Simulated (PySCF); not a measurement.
**Radial density of C (carbon, neutral)**

UHF, [He] 2s1 2p3, high-spin 5S determinant (an excited configuration). All numbers are calculated (PySCF 2.14, the non-relativistic Hamiltonian (point nucleus), in dyall-av3z (15s9p3d2f, 71 functions)).

```
r (bohr)  4πr²ρ (e/bohr)  4πr²(ρα − ρβ)
 0.00362         0.01963         0.0005
 0.00608         0.05393         0.0013
  0.0102          0.1452         0.0034
  0.0172          0.3779         0.0089
  0.0289          0.9293         0.0218
  0.0487           2.080         0.0484
  0.0819           3.977         0.0915
   0.138           5.871         0.1337
   0.232           5.700         0.1595
   0.390           3.035         0.3632
   0.655           1.665         1.2537
    1.10           2.316         2.3067
    1.85           1.628         1.6282
    3.12          0.3315         0.3315
    5.25         0.01174         0.0117
    8.82       2.164e-05         0.0000
```
